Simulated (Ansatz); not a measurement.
A made-up structure of CH4OTe, closed shell:

```tsv
atom	x (Å)	y (Å)	z (Å)
C1	-0.7022	0.7411	-0.0979
Te2	0.8255	-0.3223	-1.1294
O3	1.5858	-1.1804	0.4693
H4	-1.4429	0.0538	0.3048
H5	2.3816	-1.5992	0.8329
H6	-0.2442	1.3323	0.6925
H7	1.1514	-2.0300	0.5855
```

It is relaxed with PBE-D4/def2-SVP and then PBE0-D4/def2-TZVP (Ansatz 0.2.0). Atoms count as bonded within 1.22 times the sum of their covalent radii (H–H: 0.88 Å). The end point is not checked to be a true minimum.

Q: Does its bonding change? (Judge from chemistry; the calculation decides.)

A: By the calculation: Yes. Formed: none; broken: Te2–O3.

Where it ends: The first stage lowers the energy by 2.67 eV in 19 steps. It ends as a complex of CH₂Te ([CH2][Te]) + H₂O:
C1  (-0.980, 1.042, -0.089)
Te2  (0.365, -0.098, -0.895)
O3  (2.033, -1.984, 0.891)
H4  (-2.000, 0.703, 0.061)
H5  (2.972, -1.808, 0.792)
H6  (-0.742, 2.034, 0.280)
H7  (1.908, -2.895, 0.617)
(Å)

Labels in which every atom is bracketed show which atoms are joined, not bond orders.

For scale, one of the runs: PBE0-D4/def2-TZVP relaxation, 136 basis functions, launched by `ansatz run in.yaml --threads 2 --pin off --events-out ev --progress --plain --max-ram 4352MiB`. Hardware: 2 CPU threads of an Arm Neoverse V2, shared host. Wall time about 73 s.
